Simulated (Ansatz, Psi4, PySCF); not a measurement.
CH4Al, doublet, at a GFN2-xTB geometry (such geometries of metal compounds can be far from the true shape) (the spin is typed, not shown lowest). Base run: CCSD(T)/cc-pVDZ run with PySCF.

The PySCF input:
```python
from pyscf import gto, scf, cc

mol = gto.M(
    atom='''
Al   -0.25938545   -0.75214375   -0.12018737
C     0.48446229    1.07227152    0.27095453
H     0.30438004    1.37560530    1.30985890
H     0.05669362    1.85748580   -0.36295771
H     1.57107571    1.10460145    0.12062044
H    -1.46691236   -0.99345282   -1.13081309
''',
    basis='cc-pvdz',
    spin=1,
    verbose=4,
)

mf = scf.UHF(mol)
mf.kernel()

mycc = cc.CCSD(mf)
mycc.kernel()
et = mycc.ccsd_t()
print('E(CCSD(T)) = %.10f' % (mycc.e_tot + et))
```

The same geometry, method and basis name were run in Ansatz (a quantum-chemistry and plane-wave program) and Psi4 and PySCF, at each program's defaults and at the settings that a row names. The base is PySCF at its defaults. Differences at the defaults can come from grids, fitting, cores and function types together.

```csv
code and settings,ΔE vs base (mEh),basis functions,E (Eh),SCF cycles
"PySCF, defaults (exact integrals, spherical functions, all electrons correlated)",0.000,52,-282.31742,12
"Psi4, defaults (exact integrals, spherical functions, all electrons correlated)",0.000,52,-282.31742,13
"Ansatz, defaults (factorised integrals, spherical functions, frozen core)",7.897,52,-282.30953,-
"PySCF, frozen core",7.896,52,-282.30953,12
"Psi4, exact integrals, spherical functions, frozen core",7.896,52,-282.30953,13
"Ansatz, high accuracy, frozen core",7.896,52,-282.30953,-
```

Open shells are given as the SCF converged; they aren't shown to be the lowest states, and a large step between rows can be another state.
